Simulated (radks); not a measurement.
Ge III, configuration [Ar] 3d10 4p(up 0.5, down 0.5) 4s(up 0.75, down 0.25) (fractional occupations, a model configuration). All-electron calculation, non-relativistic Kohn-Sham, PBE, spin-polarised, spherical densities, point nucleus. Program: a radial shooting solver on a logarithmic mesh with Libxc functionals.

Unscreened Slater integrals over Kohn-Sham orbitals (eV). They are taken over the spin-up orbitals.

| integral | value |
|---|---|
| F0(4p,4p) | 10.640 |
| F2(4p,4p) | 5.6338 |
| F0(4p,4s) | 11.461 |
| G1(4p,4s) | 7.6416 |
| F0(4p,3d) | 13.748 |
| F2(4p,3d) | 2.8550 |
| G1(4p,3d) | 1.0744 |
| G3(4p,3d) | 0.93960 |
| F0(4s,4s) | 12.552 |
| F0(4s,3d) | 15.922 |
| G2(4s,3d) | 1.5425 |
| F0(3d,3d) | 34.640 |
| F2(3d,3d) | 16.170 |
| F4(3d,3d) | 10.088 |

Derived for the open shells (J is the average intra-shell exchange parameter used in DFT+U). 4p: J = F2/5 = 1.127 eV.
